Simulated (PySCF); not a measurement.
C6H16NPSi.
SMILES with atom numbers: `[CH3:1][C@@H:2]1[CH2:3][CH2:4][N:5]([Si@@H:6]([CH3:7])[PH2:8])[CH2:9]1`

Geometry (GFN2-xTB, Å), atoms numbered from 1 in this order:
```xyz
25
C6H16NPSi angstrom
C      3.154   -0.835    0.439
C      1.944   -0.502   -0.419
C      1.763    0.995   -0.685
C      0.302    1.072   -1.107
N     -0.362    0.079   -0.281
Si    -2.050   -0.190   -0.255
C     -2.560   -0.745    1.496
P     -2.970    1.744   -0.944
C      0.607   -0.874    0.233
H      3.215   -1.906    0.615
H      4.068   -0.514   -0.057
H      3.091   -0.332    1.402
H      2.028   -1.021   -1.379
H      1.922    1.555    0.238
H      2.438    1.374   -1.449
H      0.201    0.830   -2.174
H     -0.143    2.057   -0.942
H     -2.515   -1.219   -1.217
H     -2.075   -1.678    1.763
H     -3.633   -0.903    1.553
H     -2.293   -0.005    2.246
H     -2.867    2.382    0.278
H     -4.261    1.337   -0.676
H      0.676   -0.778    1.324
H      0.311   -1.901    0.006
```

Probes without a nucleus sit at each ring's centroid and 1 Å off its mean plane on both sides; NICS is minus the shielding there, NICSzz its component along the normal. Level: GIAO PBE0/pcSseg-1 (PySCF, non-relativistic, gas phase) on the GFN2-xTB geometry, one conformer.

Ring bond lengths (Å), with Mayer bond orders in brackets: C2–C3 1.531 (1.00), C3–C4 1.523 (1.04), C4–N5 1.452 (0.92), N5–C9 1.453 (0.91), C9–C2 1.533 (0.98).

What do the NICS probes read (ppm)?

```
          ring                                             type  NICS(0)  NICS(1), two faces  NICS(1)zz, two faces  rms pucker (Å)  centre to ring atoms, mean (Å)
C2–C3–C4–N5–C9  5-membered ring with N; formal bonds all single     -6.9         -3.5 / -3.4           -2.9 / -3.7            0.17                            1.26
```

What can be read from them?

- C2–C3–C4–N5–C9: mean NICS(1)zz -3.3 ppm, shielded. C2, C3, C4, C9 have four or more neighbours, and the NICS criterion for π rings isn't applied.

Give the inner angles of the rings and the Hirshfeld charges of the ring atoms.

- C2–C3–C4–N5–C9: C2 102.0° (-0.019 e), C3 102.2° (-0.071 e), C4 104.2° (-0.030 e), N5 110.2° (-0.185 e), C9 105.8° (-0.026 e); sum 524.4° against 540° for a flat convex ring.

What are the shieldings of the ring atoms and their hydrogens in the same run (means over atoms taken as equivalent)?

```json
{"atoms": "C2", "environment": "sp3 CH carbon", "σ isotropic (ppm)": "147.0"}
{"atoms": "C3", "environment": "ring CH2 carbon", "σ isotropic (ppm)": "147.3"}
{"atoms": "C4", "environment": "sp3 carbon bound to nitrogen", "σ isotropic (ppm)": "132.5"}
{"atoms": "N5", "environment": "silicon-bound nitrogen", "σ isotropic (ppm)": "233.4"}
{"atoms": "C9", "environment": "sp3 carbon bound to nitrogen", "σ isotropic (ppm)": "129.0"}
{"atoms": "H13", "environment": "methine hydrogen", "σ isotropic (ppm)": "29.59"}
{"atoms": "H14", "environment": "methylene hydrogen", "σ isotropic (ppm)": "30.37"}
{"atoms": "H15", "environment": "methylene hydrogen", "σ isotropic (ppm)": "29.93"}
{"atoms": "H16", "environment": "methylene hydrogen", "σ isotropic (ppm)": "28.49"}
{"atoms": "H17", "environment": "methylene hydrogen", "σ isotropic (ppm)": "28.41"}
{"atoms": "H24", "environment": "methylene hydrogen", "σ isotropic (ppm)": "29.00"}
{"atoms": "H25", "environment": "methylene hydrogen", "σ isotropic (ppm)": "28.63"}
```
